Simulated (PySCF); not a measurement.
A geometry optimisation, step by step.

Species: C10H20Si2.
Numbering: `[CH2:1]=[CH:2][CH2:3][C@@H:4]1[CH2:5][CH2:6][CH2:7][C@H:8]1[SiH2:9]/[CH:10]=[CH:11]\[SiH3:12]` (hydrogens: H13, H14 on C1; H15 on C2; H16, H17 on C3; H18 on C4; H19, H20 on C5; H21, H22 on C6; H23, H24 on C7; H25 on C8; H26, H27 on Si9; H28 on C10; H29 on C11; H30, H31, H32 on Si12)

Method: PBE0-D3(BJ)/def2-SVP geometry optimisation, gas phase in PySCF 2.14.0; density fitting, grid level 1; the optimiser is geomeTRIC in internal coordinates, started from a GFN2-xTB structure with every atom displaced at random (about 0.01 Å). 5 of its 9 geometries are shown. The frame can shift and turn from step to step; on so coarse a grid that alone can change the energy by a few meV, and forces under 0.02 eV/Å are noise.

Step 0: E = -26418.8970 eV, largest atomic force 3.101 eV/Å
```
atom  x, y, z in Å  |  force x, y, z in eV/Å
C1     -3.748    2.001    1.055   -2.995   0.802  -0.065
C2     -3.045    1.614    0.027    1.226  -0.521  -0.782
C3     -1.596    1.324    0.084    1.007   0.001   0.151
C4     -1.238   -0.121   -0.294   -1.253   0.379   0.450
C5     -1.904   -1.151    0.672    0.578   0.633   0.672
C6     -0.798   -2.146    1.030   -0.067  -0.322  -0.735
C7      0.281   -1.941   -0.040   -0.835   0.413  -0.286
C8      0.248   -0.424   -0.282   -0.126  -0.531   0.024
Si9     1.183    0.135   -1.807    0.282  -0.253   0.165
C10     2.975   -0.431   -1.673   -0.904   0.248  -0.510
C11     3.838   -0.114   -0.716    0.886   0.224   0.744
Si12    3.576    1.005    0.771   -0.002  -0.609  -0.616
H13    -3.363    2.201    2.015    0.915   0.133   1.420
H14    -4.840    2.227    0.969    0.699  -0.259  -0.071
H15    -3.503    1.450   -0.938   -0.416  -0.024  -0.474
H16    -1.199    1.542    1.105   -0.146  -0.086  -0.369
H17    -1.048    1.995   -0.609   -0.099   0.026   0.073
H18    -1.673   -0.295   -1.292    0.177  -0.084  -0.236
H19    -2.752   -1.651    0.219   -0.412  -0.153  -0.314
H20    -2.296   -0.637    1.582    0.135  -0.212  -0.407
H21    -1.178   -3.176    1.046    0.072  -0.146   0.091
H22    -0.367   -1.942    2.004    0.154   0.154   0.545
H23    -0.001   -2.457   -0.975    0.050  -0.112   0.048
H24     1.251   -2.284    0.264    0.881  -0.412   0.201
H25     0.681    0.040    0.610    0.196   0.303   0.238
H26     1.097    1.602   -1.996   -0.012   0.285  -0.044
H27     0.590   -0.531   -2.994   -0.124  -0.070  -0.200
H28     3.326   -1.079   -2.467    0.193  -0.405  -0.422
H29     4.851   -0.542   -0.797   -0.004  -0.012   0.064
H30     4.822    1.718    1.025    0.589   0.343   0.219
H31     3.219    0.178    1.933   -0.108  -0.176   0.475
H32     2.517    1.970    0.494   -0.537   0.441  -0.048
```

Step 2: E = -26419.1350 eV, largest atomic force 0.162 eV/Å
```
atom  x, y, z in Å  |  force x, y, z in eV/Å
C1     -3.839    1.965    0.995   -0.122   0.032  -0.037
C2     -3.117    1.556   -0.050    0.066   0.083   0.123
C3     -1.640    1.325   -0.015   -0.011  -0.119  -0.081
C4     -1.270   -0.143   -0.239    0.037   0.028  -0.017
C5     -1.833   -1.109    0.831    0.019  -0.007  -0.041
C6     -0.728   -2.147    1.106   -0.003   0.005   0.025
C7      0.319   -1.927    0.011    0.030  -0.011   0.012
C8      0.245   -0.419   -0.248    0.004  -0.025   0.038
Si9     1.168    0.132   -1.799   -0.020   0.038  -0.012
C10     2.984   -0.373   -1.726    0.037  -0.049   0.018
C11     3.877   -0.050   -0.771   -0.029   0.035  -0.015
Si12    3.571    1.044    0.722    0.024   0.016   0.018
H13    -3.374    2.170    1.966   -0.003   0.001  -0.043
H14    -4.919    2.118    0.919    0.012  -0.018   0.020
H15    -3.621    1.358   -1.006    0.018  -0.003   0.030
H16    -1.228    1.662    0.951   -0.014  -0.011  -0.001
H17    -1.157    1.936   -0.798    0.010   0.017   0.008
H18    -1.673   -0.447   -1.224   -0.003  -0.013   0.000
H19    -2.764   -1.579    0.480   -0.008   0.011   0.019
H20    -2.097   -0.554    1.745   -0.002  -0.003   0.001
H21    -1.106   -3.181    1.133    0.002  -0.001  -0.014
H22    -0.266   -1.958    2.089   -0.006   0.001  -0.008
H23     0.038   -2.478   -0.904   -0.005   0.004  -0.003
H24     1.327   -2.267    0.295   -0.017   0.005  -0.001
H25     0.690    0.100    0.623    0.005   0.010  -0.017
H26     1.057    1.613   -2.003   -0.001  -0.005   0.002
H27     0.549   -0.541   -2.986    0.008  -0.002   0.000
H28     3.338   -1.028   -2.536   -0.009   0.010  -0.021
H29     4.898   -0.448   -0.868   -0.013  -0.023   0.008
H30     4.806    1.836    1.014   -0.009   0.010  -0.001
H31     3.254    0.228    1.937    0.003  -0.010  -0.007
H32     2.432    1.979    0.474    0.000  -0.002  -0.005
```

Step 4: E = -26419.1386 eV, largest atomic force 0.031 eV/Å
```
atom  x, y, z in Å  |  force x, y, z in eV/Å
C1     -3.858    1.985    0.983   -0.009   0.023  -0.019
C2     -3.112    1.565   -0.040    0.007  -0.022   0.001
C3     -1.638    1.316    0.004    0.001   0.005  -0.006
C4     -1.266   -0.149   -0.231   -0.016   0.011  -0.016
C5     -1.832   -1.122    0.831    0.012   0.003   0.004
C6     -0.727   -2.162    1.103   -0.006  -0.003  -0.004
C7      0.324   -1.932    0.013   -0.012   0.009  -0.009
C8      0.248   -0.424   -0.240    0.004  -0.007   0.014
Si9     1.166    0.137   -1.792   -0.004   0.000  -0.014
C10     2.981   -0.374   -1.729   -0.008   0.016   0.004
C11     3.876   -0.046   -0.778    0.016   0.002  -0.008
Si12    3.580    1.056    0.712   -0.004  -0.006   0.000
H13    -3.416    2.205    1.960    0.014  -0.011   0.015
H14    -4.936    2.134    0.881    0.001   0.003  -0.003
H15    -3.601    1.361   -1.002   -0.008  -0.018   0.001
H16    -1.230    1.642    0.976   -0.002  -0.006   0.007
H17    -1.146    1.934   -0.769    0.009   0.011   0.012
H18    -1.667   -0.448   -1.218   -0.004   0.001   0.002
H19    -2.763   -1.587    0.477   -0.009  -0.005   0.001
H20    -2.097   -0.573    1.748    0.005   0.001  -0.003
H21    -1.104   -3.195    1.118    0.002   0.001  -0.006
H22    -0.269   -1.978    2.088    0.000   0.000   0.009
H23     0.044   -2.478   -0.907    0.003   0.000   0.001
H24     1.331   -2.274    0.296    0.009  -0.002   0.007
H25     0.695    0.094    0.632    0.002   0.006  -0.005
H26     1.054    1.617   -1.990   -0.001   0.001   0.003
H27     0.545   -0.534   -2.979   -0.004   0.001  -0.002
H28     3.330   -1.027   -2.542   -0.001  -0.008   0.008
H29     4.895   -0.450   -0.875    0.000  -0.006   0.004
H30     4.811    1.856    0.992    0.000   0.004  -0.003
H31     3.273    0.241    1.930    0.004  -0.001   0.002
H32     2.435    1.984    0.466   -0.003  -0.001   0.002
```

Step 6: E = -26419.1396 eV, largest atomic force 0.033 eV/Å
```
atom  x, y, z in Å  |  force x, y, z in eV/Å
C1     -3.866    1.992    0.971    0.015  -0.008   0.019
C2     -3.115    1.554   -0.041   -0.009   0.015   0.002
C3     -1.642    1.312    0.018    0.005   0.001  -0.006
C4     -1.266   -0.149   -0.226    0.019  -0.018  -0.004
C5     -1.831   -1.129    0.829   -0.017  -0.007  -0.003
C6     -0.726   -2.168    1.098    0.009   0.004   0.007
C7      0.330   -1.928    0.015    0.014  -0.003   0.004
C8      0.250   -0.419   -0.232   -0.006  -0.002  -0.005
Si9     1.164    0.145   -1.785   -0.003  -0.009   0.003
C10     2.978   -0.370   -1.729    0.013  -0.009  -0.021
C11     3.883   -0.041   -0.787   -0.024   0.018   0.013
Si12    3.585    1.057    0.705    0.024   0.011   0.003
H13    -3.424    2.213    1.949   -0.018   0.016  -0.018
H14    -4.942    2.145    0.864   -0.008  -0.004   0.004
H15    -3.599    1.335   -1.003    0.007   0.004   0.006
H16    -1.247    1.630    0.998   -0.009  -0.006  -0.001
H17    -1.142    1.941   -0.741   -0.001   0.002   0.001
H18    -1.663   -0.443   -1.216    0.000   0.002   0.000
H19    -2.763   -1.594    0.473    0.011   0.006   0.003
H20    -2.098   -0.584    1.748    0.000   0.005   0.004
H21    -1.100   -3.203    1.103   -0.003  -0.001   0.000
H22    -0.274   -1.991    2.088   -0.003  -0.008  -0.008
H23     0.056   -2.470   -0.908    0.004  -0.005  -0.001
H24     1.337   -2.268    0.303   -0.009   0.005  -0.003
H25     0.696    0.100    0.639   -0.008  -0.005  -0.003
H26     1.052    1.626   -1.979    0.003  -0.001   0.000
H27     0.538   -0.523   -2.972    0.001   0.004   0.001
H28     3.319   -1.029   -2.541    0.001   0.005  -0.003
H29     4.902   -0.445   -0.889   -0.012  -0.011   0.003
H30     4.802    1.882    0.968   -0.003   0.004   0.004
H31     3.309    0.236    1.927    0.002   0.002  -0.002
H32     2.418    1.962    0.472    0.005  -0.005   0.001
```

Step 8: E = -26419.1407 eV, largest atomic force under 0.02 eV/Å
```
atom  x, y, z in Å  |  force x, y, z in eV/Å
C1     -3.884    2.004    0.958    0.005   0.001   0.001
C2     -3.124    1.544   -0.037   -0.005  -0.003  -0.003
C3     -1.651    1.301    0.037    0.005   0.011  -0.004
C4     -1.268   -0.156   -0.220    0.004  -0.006   0.007
C5     -1.834   -1.147    0.825   -0.004   0.004   0.007
C6     -0.727   -2.187    1.087    0.003   0.004  -0.003
C7      0.334   -1.932    0.013   -0.005  -0.002  -0.001
C8      0.249   -0.421   -0.223   -0.006   0.009  -0.016
Si9     1.161    0.155   -1.773    0.003  -0.003   0.002
C10     2.974   -0.364   -1.725   -0.001   0.012  -0.009
C11     3.886   -0.032   -0.790   -0.002  -0.008   0.004
Si12    3.613    1.080    0.695   -0.002   0.002  -0.002
H13    -3.452    2.254    1.933   -0.007  -0.004   0.006
H14    -4.960    2.153    0.837    0.006   0.003  -0.001
H15    -3.599    1.307   -0.998    0.000  -0.006   0.001
H16    -1.269    1.609    1.026    0.000  -0.002   0.000
H17    -1.143    1.941   -0.707   -0.001  -0.004  -0.004
H18    -1.662   -0.442   -1.214    0.000   0.000   0.000
H19    -2.765   -1.609    0.464    0.001  -0.001  -0.003
H20    -2.102   -0.611    1.749    0.003  -0.001  -0.001
H21    -1.099   -3.223    1.076   -0.003   0.001   0.000
H22    -0.282   -2.023    2.081    0.001  -0.004   0.001
H23     0.069   -2.468   -0.917    0.003  -0.003   0.001
H24     1.340   -2.269    0.303    0.001   0.003   0.001
H25     0.691    0.095    0.651    0.001  -0.003   0.006
H26     1.050    1.638   -1.956    0.000   0.001   0.002
H27     0.532   -0.504   -2.963   -0.001   0.003  -0.001
H28     3.307   -1.030   -2.535    0.001  -0.007   0.006
H29     4.899   -0.449   -0.894    0.001   0.003  -0.001
H30     4.831    1.915    0.928    0.001   0.000  -0.001
H31     3.367    0.269    1.930    0.002   0.001   0.003
H32     2.438    1.976    0.477   -0.002  -0.002   0.002
```

Task: Summarise the path.

Result: The energy falls by 23.51 kJ/mol from step 0 to step 8; nine tenths of that is first reached at step 1. It rises by more than 0.2 meV at step 3. The largest force goes from 3.101 to under 0.02 eV/Å. Among the bonds C1–H13 changes most, from 1.053 to 1.095 Å; the atoms move by 0.098 Å rms after alignment.

Task: Follow the three bonds and two angles with the largest change from start to end.

Result: 
```
step  E above end (kJ/mol)  largest force (eV/Å)  C1–H13 (Å)  Si12–H30 (Å)  Si12–H32 (Å)  H13–C1–H14 (°)  C2–C1–H13 (°)
   0                 23.51                 3.101       1.053         1.458         1.459           112.9          125.3
   1                  1.70                 0.498       1.102         1.498         1.497           117.2          121.2
   2                  0.55                 0.162       1.096         1.495         1.495           117.0          121.5
   3                  0.58                 0.205       1.093         1.494         1.494           117.1          121.0
   4                  0.20                 0.031       1.095         1.494         1.495           117.0          121.4
   5                  0.15            under 0.02       1.095         1.494         1.495           117.1          121.2
   6                  0.11                 0.033       1.096         1.495         1.495           117.2          121.1
   7                  0.02                 0.026       1.096         1.495         1.495           117.0          121.5
   8                  0.00            under 0.02       1.095         1.495         1.494           117.1          121.2
```

The cost below is that of the whole optimisation. Time: 2.6 min wall, 6.6 min CPU; peak memory 2.2 GiB. Hardware: 2 threads, AMD EPYC 9R45 (x86_64), no GPU (shared host).
